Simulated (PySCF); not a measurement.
First SCF of a structure search on quartet [B4]+, at a hand-made square geometry. PySCF input:

```python
from pyscf import gto, scf, dft
mol = gto.M(atom='''
B      0.850000     0.850000     0.000000
B     -0.850000     0.850000     0.000000
B     -0.850000    -0.850000     0.000000
B      0.850000    -0.850000     0.000000''',
    basis={'B': 'def2-TZVP'},
    charge=1, spin=3)
mf = dft.UKS(mol, xc='PBE0')
mf.grids.atom_grid = (50, 194)
aux = {'B': 'def2-universal-JKFIT'}
mf = mf.density_fit(auxbasis=aux)
mf.conv_tol = 1e-08
mf.diis_space = 10
mf.max_cycle = 60
mf.init_guess = 'minao'
mf.verbose = 4
mf.kernel()
```

Excerpt of the output (cycles alone):

```
init E= -99.3057919882176
cycle= 1 E= -98.5841275429898  delta_E= 0.722  |g|= 0.139  |ddm|= 1.29
cycle= 2 E= -98.6065737469018  delta_E= -0.0224  |g|= 0.0704  |ddm|= 0.336
cycle= 3 E= -98.6104621015843  delta_E= -0.00389  |g|= 0.0258  |ddm|= 0.148
cycle= 4 E= -98.611187393857  delta_E= -0.000725  |g|= 0.00553  |ddm|= 0.0309
cycle= 5 E= -98.611268210701  delta_E= -8.08e-05  |g|= 0.00121  |ddm|= 0.0173
cycle= 6 E= -98.6112714537617  delta_E= -3.24e-06  |g|= 0.000176  |ddm|= 0.00284
cycle= 7 E= -98.6112714940938  delta_E= -4.03e-08  |g|= 1.28e-05  |ddm|= 0.000391
cycle= 8 E= -98.6112714943109  delta_E= -2.17e-10  |g|= 9.24e-07  |ddm|= 2.64e-05
Extra cycle  E= -98.6112714943119  delta_E= -9.95e-13  |g|= 2.17e-07  |ddm|= 1.75e-06
converged SCF energy = -98.6112714943119  <S^2> = 3.8033696  2S+1 = 4.0265964
```

No lower solution of this spin was found from smeared starts or by a stability analysis within the unrestricted form.

The search for the lowest solution, 3 starts and the stability check together, took 8.1 s on 4 threads of a shared Intel Xeon Platinum 8488C (Sapphire Rapids) host, with 124 basis functions; the process peaked at 0.54 GiB. Launch command: `OMP_NUM_THREADS=4 python axn.py task.json out`.
